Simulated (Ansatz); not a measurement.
```xyz
10

C    -0.821    1.171   -0.727
C     0.052   -0.036   -0.469
O     0.135   -0.251    0.921
Zn    1.036   -1.537    1.724
Cl    2.051   -2.998    2.808
H    -1.823    1.009   -0.324
H    -0.398    2.056   -0.247
H    -0.904    1.363   -1.800
H    -0.374   -0.911   -0.981
H     1.047    0.134   -0.904
```

Total charge 0; spin multiplicity 1.

(1) List the PBE0/def2-TZVPP orbital energies in eV (the Gaussian-basis code of Ansatz). (An estimate is asked.)

## Answers

(1) The calculation gave: Occupied: -9459.97, -2767.12, -1153.45, -1015.81, -1015.80, -1015.70, -522.30, -279.38, -277.73, -258.94, -197.21, -197.09, -197.09, -134.30, -90.14, -90.11, -89.99, -27.52, -22.49, -20.78, -17.13, -15.55, -15.49, -15.45, -15.39, -15.39, -13.02, -12.83, -11.31, -10.71, -10.46, -10.24, -9.11, -9.10, -8.17, -7.65. Lowest empty: -1.25, -0.10, 0.00, 1.51, 2.51, 2.77, 3.19, 3.24.
